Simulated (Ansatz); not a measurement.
carbon atom (C), triplet; Ansatz (a program for electronic structure) with R2SCAN/def2-SVPD.

Input for Ansatz:
Ansatz 0.2 input:
```yaml
crystal:
  periodic: [false, false, false]
  atoms:
    - {symbol: C, position_ang: [0.00000000, 0.00000000, 0.00000000]}
basis:
  gaussian:
    orbitals: def2-SVPD
hamiltonian:
  xc: r2scan
magnetization: {spin_polarized: true, initial_magnetization: 2}
```

Q: Predict the main parts of the log of this Ansatz run.

A: 
```
Functional definition: r2SCAN
155 factors; their error is unknown
mean field evaluation 1: about -1028.1675 eV, gradient 4.4e0 eV
mean field evaluation 2: about -1028.2705 eV, gradient 1.4e0 eV
mean field evaluation 4: about -1028.2847 eV, gradient 9.1e-3 eV
mean field evaluation 8: about -1028.2715 eV, gradient 1.2e-3 eV
mean field evaluation 16: about -1028.2715 eV, gradient 1.5e-5 eV
mean field -1028.27147244 eV, -37.7882796247 hartree, gradient 3.2e-5 eV, S^2 2.006491; 1 other end points of the search recorded, 0 dependent functions left out
reference -1028.27147790 eV, -37.7882798256 hartree; 4, 2 occupied and 16, 18 virtual orbitals, 155 factors
Total energy: -1028.27147790 eV, -37.7882798256 hartree
```
